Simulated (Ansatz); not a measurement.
Consider the ligand exchange at the Si–C bond: `N[SiH2]C(F)[SiH3]` + `C=N` → `C=N[SiH2]N` + `FC[SiH3]`.

Computed with Ansatz on PBE0-D4/def2-TZVP structures; ΔE is electronic, products minus reactants. CBS: MP2 limit from def2 TZ/QZ plus the TZ coupled-cluster correction, frozen cores. This one scheme is used for every species. Functionals use def2-TZVPP. B3LYP here is the variant with VWN-RPA as its local correlation; programs differ in this. One conformer a species, not always the lowest.

```json
{"level": "PBE-D4", "ΔE (kcal/mol)": "-10.9", "difference from CCSD(T)/CBS": "1.6"}
{"level": "r2SCAN-D4", "ΔE (kcal/mol)": "-12.4", "difference from CCSD(T)/CBS": "0.1"}
{"level": "PBE0-D4", "ΔE (kcal/mol)": "-11.8", "difference from CCSD(T)/CBS": "0.7"}
{"level": "B3LYP-D4", "ΔE (kcal/mol)": "-12.7", "difference from CCSD(T)/CBS": "-0.2"}
{"level": "ωB97X-V", "ΔE (kcal/mol)": "-12.3", "difference from CCSD(T)/CBS": "0.2"}
{"level": "ωB97M-V", "ΔE (kcal/mol)": "-12.3", "difference from CCSD(T)/CBS": "0.2"}
{"level": "B2PLYP", "ΔE (kcal/mol)": "-14.1", "difference from CCSD(T)/CBS": "-1.6"}
{"level": "PBE", "ΔE (kcal/mol)": "-11.9", "difference from CCSD(T)/CBS": "0.6"}
{"level": "r2SCAN", "ΔE (kcal/mol)": "-12.7", "difference from CCSD(T)/CBS": "-0.2"}
{"level": "PBE0", "ΔE (kcal/mol)": "-12.7", "difference from CCSD(T)/CBS": "-0.2"}
{"level": "B3LYP", "ΔE (kcal/mol)": "-14.2", "difference from CCSD(T)/CBS": "-1.7"}
{"level": "HF/def2-TZVPP", "ΔE (kcal/mol)": "-16.8", "difference from CCSD(T)/CBS": "-4.3"}
{"level": "MP2/def2-TZVPP", "ΔE (kcal/mol)": "-13.8", "difference from CCSD(T)/CBS": "-1.3"}
{"level": "SCS-MP2/def2-TZVPP", "ΔE (kcal/mol)": "-14.0", "difference from CCSD(T)/CBS": "-1.5"}
{"level": "CCSD/def2-TZVPP", "ΔE (kcal/mol)": "-13.0", "difference from CCSD(T)/CBS": "-0.5"}
{"level": "CCSD(T)/def2-TZVPP", "ΔE (kcal/mol)": "-12.5", "difference from CCSD(T)/CBS": "0.0"}
{"level": "HF/def2-QZVPP", "ΔE (kcal/mol)": "-17.1", "difference from CCSD(T)/CBS": "-4.6"}
{"level": "MP2/def2-QZVPP", "ΔE (kcal/mol)": "-13.9", "difference from CCSD(T)/CBS": "-1.4"}
{"level": "SCS-MP2/def2-QZVPP", "ΔE (kcal/mol)": "-14.1", "difference from CCSD(T)/CBS": "-1.6"}
{"level": "HF/CBS(def2)", "ΔE (kcal/mol)": "-17.2", "difference from CCSD(T)/CBS": "-4.7"}
{"level": "MP2/CBS(def2)", "ΔE (kcal/mol)": "-13.8", "difference from CCSD(T)/CBS": "-1.3"}
{"level": "CCSD/CBS(def2)", "ΔE (kcal/mol)": "-13.0", "difference from CCSD(T)/CBS": "-0.5"}
{"level": "CCSD(T)/CBS", "ΔE (kcal/mol)": "-12.5", "difference from CCSD(T)/CBS": "0"}
```

Largest T1 diagnostic among the species: 0.012.

The D4 term adds +1.5 kcal/mol with B3LYP and +0.9 kcal/mol with PBE0; it sums over pairs of atoms, weighted by their polarisabilities, and B3LYP, whose exchange is more repulsive, gets the larger term. From PBE to PBE0 (25 % exact exchange), in def2-TZVPP and without D4, ΔE moves by −0.8 kcal/mol.
